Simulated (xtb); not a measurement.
xtb input:

```bash
xtb mol.xyz --gfn 1 --sp --chrg -1 --uhf 0
```
mol.xyz:
```
10

C      1.39029172     0.60540425    -0.99050038
Si    -0.07665276    -0.11884377    -0.03444433
O     -0.77155695    -1.40943049    -0.56885293
O     -1.12664399     1.21745901     0.07024429
O      0.57383275    -0.30194342     1.52840228
H      1.09233027     0.87291274    -2.00794995
H      1.77634366     1.50590952    -0.50237936
H      2.20490130    -0.12118678    -1.05392083
H     -2.01083176     0.87865130    -0.09959596
H      0.26359042    -1.15358031     1.85071996
```

What final total energy does it print?

-21.19605 Eh (GFN1-xTB).

It need not be the lowest isomer of its formula. Whether it binds its extra electron was not tested at this geometry.
